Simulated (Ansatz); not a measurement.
Reaction (ligand exchange at the Si–C bond): `C[SiH2]C(C)S` + `SS` → `C[SiH2]SS` + `CCS`

Gas-phase electronic energies from Ansatz, PBE0-D4/def2-TZVP geometries. CCSD(T)/CBS adds triple-zeta CCSD(T) − MP2 to the extrapolated MP2 energy (def2 sets, frozen cores). This one scheme is used for every species. Functionals use def2-TZVPP. B3LYP here is the variant with VWN-RPA as its local correlation; programs differ in this. Each species was taken in one conformer, which may not be the lowest.

```json
{"level": "r2SCAN-D4", "ΔE (kJ/mol)": "-73.7", "difference from CCSD(T)/CBS": "-3.2"}
{"level": "B3LYP-D4", "ΔE (kJ/mol)": "-71.9", "difference from CCSD(T)/CBS": "-1.4"}
{"level": "ωB97M-V", "ΔE (kJ/mol)": "-69.1", "difference from CCSD(T)/CBS": "1.4"}
{"level": "PBE0", "ΔE (kJ/mol)": "-75.6", "difference from CCSD(T)/CBS": "-5.1"}
{"level": "MP2/def2-TZVPP", "ΔE (kJ/mol)": "-70.6", "difference from CCSD(T)/CBS": "-0.1"}
{"level": "CCSD/def2-TZVPP", "ΔE (kJ/mol)": "-68.5", "difference from CCSD(T)/CBS": "2.0"}
{"level": "CCSD(T)/def2-TZVPP", "ΔE (kJ/mol)": "-68.0", "difference from CCSD(T)/CBS": "2.5"}
{"level": "HF/def2-QZVPP", "ΔE (kJ/mol)": "-79.0", "difference from CCSD(T)/CBS": "-8.5"}
{"level": "MP2/def2-QZVPP", "ΔE (kJ/mol)": "-71.9", "difference from CCSD(T)/CBS": "-1.4"}
{"level": "SCS-MP2/def2-QZVPP", "ΔE (kJ/mol)": "-72.1", "difference from CCSD(T)/CBS": "-1.6"}
{"level": "CCSD(T)/CBS", "ΔE (kJ/mol)": "-70.5", "difference from CCSD(T)/CBS": "0"}
```

Largest T1 diagnostic among the species: 0.011.

The D4 term adds +4.4 kJ/mol with B3LYP and +2.6 kJ/mol with PBE0; it sums over pairs of atoms, weighted by their polarisabilities, and B3LYP, whose exchange is more repulsive, gets the larger term. In def2-TZVPP, CCSD(T) changes the Hartree–Fock value by +11.3 kJ/mol (the triples alone add +0.5 kJ/mol) and MP2 by +8.7 kJ/mol.
